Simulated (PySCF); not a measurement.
Sn (SMILES [Sn-]), charge -1, quartet (all electrons, no relativity) (in this run its highest filled SCF level lies above zero, so its values depend strongly on the basis, on diffuse functions most of all). Base run: PySCF with B3LYP/3-21G.

Geometry (Å):
```xyz
1

Sn     0.0000     0.0000     0.0000
```
Charge -1, spin multiplicity 4.
Orbitals are unrestricted.
All else is at PySCF's defaults.

The base run was repeated with changes; each row names its change, and settings that it needs were set with it.

```csv
change,basis functions,E (Eh),HOMO (eV)
base,31,-5998.82435,1.40
basis = jorge-DZP-DKH; relativity = spin-free X2C; nucleus = Gaussian (with nucmod='G'),48,-6171.36274,0.43
basis = ANO-RCC-VDZP; relativity = spin-free X2C; nucleus = Gaussian (with nucmod='G'),43,-6176.39820,1.30
basis = x2c-TZVPall; relativity = none,60,-5907.69941,1.23
basis = jorge-DZP-DKH; relativity = none,48,-5965.30048,0.28
basis = ANO-RCC-VDZP; relativity = spin-free X2C,43,-6176.56547,1.30
basis = x2c-TZVPall; relativity = spin-free X2C,60,-6176.70880,1.38
basis = ANO-RCC-VDZP; relativity = none,43,-5854.06941,0.66
basis = jorge-DZP-DKH; relativity = spin-free X2C,48,-6171.50528,0.43
basis = x2c-TZVPall; relativity = spin-free X2C; nucleus = Gaussian (with nucmod='G'),60,-6176.56705,1.38
```

Totals shift with the method and basis; they matter in differences.

Open shells are given as the SCF converged; they aren't shown to be the lowest states, and a large step between rows can be another state.

Basis sets contracted for a relativistic Hamiltonian are a mismatch without it, so the rows without relativity aren't non-relativistic limits. No row has spin-orbit coupling; sets with core potentials leave out the core electrons.
